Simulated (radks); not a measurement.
The numbers below are computed, except where a source is named.
Species: Cr I. Configuration: [Ar] 3d3 4s1 4p2 (not the ground configuration). Code: a radial shooting solver on a logarithmic mesh with Libxc functionals. Model: scalar-relativistic Kohn-Sham, PBE, spin-polarised, spherical densities, point nucleus; open shells are filled with parallel spins first. Some entries of the table are withheld. Estimate them.

orbital  occ.  eigenvalue (eV)  <r> (bohr)
1s up       1        -5892.445     0.06356
1s down     1        -5892.363     0.06356
2s up       1        -680.6477      0.2933
2s down     1        -679.2945      0.2929
2p up       3        -573.9276      0.2601
2p down     3        -572.8559      0.2597
3s up       1              (1)         (2)
3s down     1              (3)         (4)
3p up       3         -58.1543      0.9415
3p down     3         -54.6305      0.9440
3d up       3         -13.9395       1.164
3d down     0         -10.4646       1.168
4s up       1          -8.2738       2.830
4p up       2          -3.6685       3.591

Answer. 
(1) 3s up eigenvalue (eV): -87.0901
(2) 3s up <r> (bohr): 0.8889
(3) 3s down eigenvalue (eV): -83.5263
(4) 3s down <r> (bohr): 0.8904
